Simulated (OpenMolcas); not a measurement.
**4d along the 37-electron sequence**

```yaml
Program: OpenMolcas 26.06
Method: SS-RASPT2, IPEA 0.25 Eh, imaginary shift 0.1 Eh
Basis: ANO-RCC-VTZP
Scalar_Hamiltonian: DKH2, point nucleus
Spin-orbit_coupling: RASSI with atomic mean-field integrals over the reference wave functions, term energies averaged over their components
```

Active space for each ion: 7 electrons in 8 orbitals (RAS1 4p, at most 2 holes; RAS2 4d); closed shells correlated by CASPT2: 4s.

Computed levels in cm-1 above 2D 3/2:

```
                               Level  Zr3+  Nb4+  Mo5+  Tc6+  Ru7+
                              2D 5/2  1435  2069  2722  3541  4460
weight of 2D in the lowest level (%)   100   100   100   100   100
```

Measured, with the error of the calculation in %. Measured levels: Zr3+ from the list in Rauch et al., Astron. Astrophys. 599, A142 (2017); Nb4+ from Moore, Atomic Energy Levels, vol. II, NSRDS-NBS 35 (1971 reprint of NBS Circular 467, 1952); Mo5+ from Sugar and Musgrove, J. Phys. Chem. Ref. Data 17, 155 (1988).

| Level | Zr3+ | Nb4+ | Mo5+ |
| --- | --- | --- | --- |
| 2D 5/2 | 1251 (+14.8) | 1870 (+10.6) | 2584 (+5.3) |

The fine-structure level 2D 5/2 changes by a factor of 3.11 from Zr3+ to Ru7+. Its fourth root runs 6.15, 6.74, 7.22, 7.71, 8.17, with steps per unit of Z of 0.59, 0.48, 0.49, 0.46; equal steps would mean a (Z - σ)^4 law with constant σ.

Active for correlation alone: 4p; no level in the range computed is led by a configuration that opens it, so any true level of that kind is missing. Measured partners are found by configuration, term and J. A level has none where our copy of the source lacks it or the pairing is in doubt (some pairs that miss far off the trend of their configuration count as doubtful), and it then counts in no deviation. Levels of configurations outside the active space are missing.
